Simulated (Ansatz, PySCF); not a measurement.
Gas-phase reaction (SMILES): [CH3][Ge]([CH3])([I])[I] [diiodo(dimethyl)germane] + 4 [H][H] (H2) → 2 C (CH4) + [GeH4] (GeH4) + 2 I (HI); energy of full hydrogenation.

Each molecule is optimised on its own at B3LYP-D3(BJ)/def2-TZVP (Ansatz, an electronic-structure program). Correlated levels leave the core frozen unless marked. Spin-orbit coupling is left out. Frozen are the shells of the preceding noble gas and the d and f shells that filled before the atom's block. In def2 rows, elements after Kr have scalar-relativistic effective core potentials. Basis-set limits of correlation are two-point, X^-3; Hartree-Fock from the larger set. Thermal terms are rigid-rotor harmonic-oscillator values from B3LYP-D3(BJ) frequencies (PySCF) at 298.15 K and 1 atm. 1 Eh = 627.5095 kcal/mol.

```
species                   E, CCSD(T)/CBS(def2-TZVPPD,def2-QZVPPD) (Ansatz) (Eh)  E, wB97X-V/def2-TZVPD (Ansatz) (Eh)  H - E (Eh)  G - E (Eh)
------------------------  -----------------------------------------------------  -----------------------------------  ----------  ----------
[CH3][Ge]([CH3])([I])[I]                                            -2749.06345                          -2752.15015     0.08504     0.03743
[H][H] (H2)                                                            -1.17452                             -1.17238     0.01336    -0.00144
C (CH4)                                                               -40.45806                            -40.51531     0.04840     0.02728
[GeH4] (GeH4)                                                       -2077.90489                          -2079.19696     0.03354     0.00887
I (HI)                                                               -297.45390                           -298.29346     0.00854    -0.01490
```

Q: Work out ΔE and ΔH, ΔG, ΔS and the equilibrium constant at 298.15 K at the first level, then ΔH at the second.

A: 
1. ΔE = [2×(-40.45806) + (-2077.90489) + 2×(-297.45390)] - [(-2749.06345) + 4×(-1.17452)] = 0.03272 Eh = 20.5 kcal/mol at CCSD(T)/CBS(def2-TZVPPD,def2-QZVPPD).
2. The terms H - E add up to 0.00894 Eh, so ΔH = (0.03272 + (0.00894))×627.5095 = 26.1 kcal/mol.
3. The terms G - E add up to 0.00196 Eh, so ΔG = 21.8 kcal/mol, and ΔS = (0.00894 - (0.00196))×627509.5/298.15 = 14.7 cal/(mol K).
4. log10 K = -ΔG/(RT ln 10) = -16.0, with RT ln 10 = 1.3642 kcal/mol.
5. At wB97X-V/def2-TZVPD the same steps give ΔE = 15.8 and ΔH = 21.4 kcal/mol, a shift of -4.7 from the first level.
6. These values are not checked against measurement here, since the tables used lack a sound gas-phase enthalpy of formation for at least one species.
